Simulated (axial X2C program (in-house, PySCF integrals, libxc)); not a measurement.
## Nuclear properties of TlN⁺

Calculated with an in-house all-electron X2C program for linear molecules (integrals from PySCF): two-component X2C with atomic mean-field Coulomb and Gaunt terms, Gaussian nuclei, basis Tl dyall-cv3z, N dyall-av3z with contracted cores.

R = 3.020 Å (near the PBE0 minimum at charge 1 of the determinant lowest at the starting distance; the state shown can have its own minimum elsewhere).

Input and command:
```json
{"zs": [81, 7], "q": 1, "bas": ["dyall-cv3z", "dyall-av3z"], "r0": 2.02, "levels": ["PBE0", "HF", "LDA", "BHandHLYP", "r2SCAN"], "nst": 3}
```
```bash
python soeom.py task.json out
```

Keys: zs atomic numbers; q charge; bas basis sets; r0 starting distance in Å; levels methods; nst determinants followed.

Determinant lowest in the PBE0 search, Ω = 3/2 (⟨Sz⟩ = 1.50, ⟨Lz⟩ = 0.00 at PBE0), spin on the atoms Tl 0.02, N 1.48:

```csv
level,Eeff magnitude (GV/cm),Ws magnitude Tl (kHz),A∥/gI Tl (MHz),qzz Tl (a.u.),A∥/gI N (MHz),qzz N (a.u.)
PBE0,15.3,12,208,-0.59,-8.02,0.10
HF,21.8,17.2,108,-0.27,43.9,0.06
LDA,13.6,10.8,249,-0.80,-21.8,0.13
BHandHLYP,17.7,14,222,-0.47,29.3,0.09
r2SCAN,17.7,13.9,182,-0.70,34.8,0.10
```

Determinant 2.33 eV from it at PBE0 and this distance, Ω = 1/2 (⟨Sz⟩ = 0.50, ⟨Lz⟩ = 0.00 at PBE0), spin on the atoms Tl 0.02, N 0.48:

```csv
level,Eeff magnitude (GV/cm),Ws magnitude Tl (kHz),A∥/gI Tl (MHz),qzz Tl (a.u.),A∥/gI N (MHz),qzz N (a.u.)
PBE0,17.9,42.2,825,-0.55,234,-0.02
HF,29.5,69.7,479,-0.28,254,-0.06
LDA,16.8,39.6,1210,-0.72,202,0.00
BHandHLYP,19.7,46.5,764,-0.43,263,-0.05
r2SCAN,20.6,48.7,817,-0.56,267,-0.11
```

Eeff is the effective electric field on the electron electric dipole moment in this Ω state and Ws the scalar–pseudoscalar constant of the nucleus named (defined with the proton number Z and per Ω); A∥ (defined per Ω) follows by multiplying with gI = μI/(I μN); qzz is the electric field gradient, eQq0 = 234.96 MHz × Q/barn × qzz. The operators were transformed with the bare-nucleus X2C matrices; with these basis sets, hyperfine constants and field gradients can be off by tens of per cent, and where levels differ in sign neither size nor sign is settled.

Each state is one determinant with collinear spin, which with several unpaired electrons need not be a pure state. Unrestricted Hartree–Fock can overshoot spin polarisation at the nuclei. This is the top spin component of a Σ state; components of lower Ω are not single determinants and can lie lower. With several open shells hyperfine constants can be off by a factor of several. The search compared states at one distance, so a state with another bond length can lie lower. Further determinants of the search, some of them spin-mixed, are not shown. Where a field gradient or hyperfine factor spreads by more than a factor of two over the levels, a constant derived from it is not to be relied on. PBE0 term energies can be off by some tenths of an eV.
